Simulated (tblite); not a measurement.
Species: C6H13NSi.
Structure used (GFN2-xTB), in Å, numbered top down from 1:
```xyz
21
C6H13NSi angstrom
C     -2.054   -1.155   -0.011
C     -2.401    0.314    0.221
Si    -0.838    1.234   -0.340
N      0.119   -0.191   -0.286
C      1.530   -0.293   -0.357
C      2.369    0.911   -0.631
C      2.406    0.276    0.729
C     -0.570   -1.332    0.291
H     -2.226   -1.401   -1.060
H     -2.659   -1.827    0.602
H     -2.593    0.491    1.279
H     -3.303    0.594   -0.317
H     -0.875    1.766   -1.706
H     -0.492    2.308    0.607
H      1.856   -1.232   -0.800
H      3.227    0.797   -1.276
H      1.870    1.862   -0.730
H      3.291   -0.265    1.026
H      1.915    0.801    1.534
H     -0.183   -2.256   -0.152
H     -0.400   -1.385    1.376
```

Level: GFN2-xTB in tblite, geometry and Hessian alike; calculated harmonic values, unscaled, isolated species. This tight-binding method is rough: wavenumbers can miss measured ones by several per cent, in bad cases by 10 to 20. Modes of hydrogen on silicon can be 10 to 20 % off. One conformer, not necessarily the lowest.

Harmonic wavenumbers (cm⁻¹): 61.4, 83.6, 145.6, 186.2, 223.2, 340.3, 420.6, 446.2, 509.2, 530.3, 540.8, 657.1, 689.5, 734.5, 799.1, 800.1, 820.7, 849.3, 883.9, 942.0, 960.5, 984.6, 995.9, 1035.3, 1056.0, 1076.4, 1087.7, 1094.3, 1136.7, 1147.0, 1154.1, 1184.3, 1218.5, 1244.3, 1274.0, 1285.9, 1329.6, 1349.2, 1381.1, 1428.5, 1480.8, 1484.0, 1498.1, 1507.3, 2170.1, 2235.2, 2857.5, 2921.3, 2965.6, 2966.1, 2983.1, 2991.0, 3024.0, 3083.3, 3087.7, 3100.7, 3117.5.

A = 3452, B = 1248, C = 1022 MHz; mass 127.082 u (most abundant isotopes); point group C1, symmetry number 1.

Q: What is the zero-point energy?

A: ½Σν̃ = 38780 cm⁻¹ = 463.92 kJ/mol.

Q: Entropy at 400 K, 1 bar (ideal gas, RRHO, classical rotation)?

A: Translation 175.39, rotation 123.67, vibration 138.47: S = 437.5 J/(mol K).

Q: And Cp and H(400 K) − H(0)?

A: Cp = 204.17 J/(mol K), of which vibrations give 170.91 (their classical limit is 57 R = 473.9); H(400 K) − H(0) = 44.10 kJ/mol without the zero-point energy, 30.79 from vibrations.

Q: Which modes carry the vibrational entropy at 400 K?

A: 61.4 cm⁻¹: 20.89; 83.6 cm⁻¹: 18.34; 145.6 cm⁻¹: 13.79; 186.2 cm⁻¹: 11.80; 223.2 cm⁻¹: 10.36; 340.3 cm⁻¹: 7.13 J/(mol K); the other 51 give 56.17 together.

Q: What must be added to the electronic energy to get the Gibbs energy at 400 K and 1 bar?

A: ZPE + [H(400 K) − H(0)] − T·S = 463.92 + 44.10 − 175.01 = 333.01 kJ/mol.

Q: How do the functions run with temperature in this model?

A: 
```json
{"T (K)": "150", "S (J/(mol K))": "307.9", "Cp (J/(mol K))": "83.8", "H − H(0) (kJ/mol)": "8.60", "G − H(0) (kJ/mol)": "-37.59", "ln q(vib)": "2.09"}
{"T (K)": "250", "S (J/(mol K))": "360.6", "Cp (J/(mol K))": "128.3", "H − H(0) (kJ/mol)": "19.10", "G − H(0) (kJ/mol)": "-71.05", "ln q(vib)": "4.09"}
{"T (K)": "298.15", "S (J/(mol K))": "385.3", "Cp (J/(mol K))": "153.0", "H − H(0) (kJ/mol)": "25.87", "G − H(0) (kJ/mol)": "-89.01", "ln q(vib)": "5.11"}
{"T (K)": "600", "S (J/(mol K))": "536.3", "Cp (J/(mol K))": "283.3", "H − H(0) (kJ/mol)": "93.35", "G − H(0) (kJ/mol)": "-228.43", "ln q(vib)": "12.20"}
{"T (K)": "900", "S (J/(mol K))": "666.6", "Cp (J/(mol K))": "357.8", "H − H(0) (kJ/mol)": "190.49", "G − H(0) (kJ/mol)": "-409.42", "ln q(vib)": "19.50"}
```

q(vib) and H(0) count from the zero-point level.

Hindered rotation and anharmonicity are outside this model. Other conformers, if any are populated, would add a mixing term that is left out. The structure is chiral; the term R ln 2 for an equal mix with its mirror image is left out.
